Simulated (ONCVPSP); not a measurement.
## boron (B): ONCV pseudisation with LDA (Perdew-Wang 92), scalar-relativistic reference atom.

- Element: B (Z = 5)
- Generator: ONCVPSP 4.0.1
- Type: optimised norm-conserving Vanderbilt (ONCV)
- Functional: LDA (Perdew-Wang 92)
- Relativity: scalar-relativistic
- Frozen core: [He]
- Valence charge: 3
- Reference configuration: 2s2 2p1
- Partial waves: 2s: rc 1.65 bohr, ncon 4, nbas 9, qcut 3.9 1/bohr, 2 projectors, debl 3.9 Ha; 2p: rc 4.00 bohr, ncon 4, nbas 8, qcut 3.2 1/bohr, 3 projectors, debl 3.3 Ha; d scattering state at 0.08 Ha: rc 3.70 bohr, ncon 5, nbas 9, qcut 3.1 1/bohr, 3 projectors, debl 3.6 Ha
- Local potential: polynomial inside 1.65 bohr (lpopt 1, dvloc0 0 Ha)
- Core correction: Teter function, fcfact 2.25, rcfact 1.55

Poles of the logarithmic derivatives, all-electron (AE) and pseudo (PS). s: poles at 1.3 (AE) and 1.3 (PS) Ha. p: poles at -0.1, 0.8, 2.4, 4.6 (AE) and -0.0, 2.8, 5.0 (PS) Ha. d: poles at 0.7, 2.2, 4.4 (AE) and 1.0, 4.1 (PS) Ha. Test radii: s 1.68, p 4.07, d 3.76 bohr.

- Cutoffs needed: 8.0 Ha and 70 Ha (the cutoffs (Ha) at which the residual kinetic energy of the hardest occupied pseudo-wave falls to 1 and 0.1 mHa per electron) The cutoffs count occupied waves only; projector 2 of the s channel, the hardest unoccupied one, needs 64 Ha at the loose tolerance.
- Ghost test: no bound ghost flagged; no localised positive-energy state flagged
- Largest excitation error: +819 meV (all-electron minus pseudo) for 2s1 2p0, out of 4 test configurations
- rms error of d²Exc/dni dnj: 1.73 mHa without and 0.63 mHa with the model core
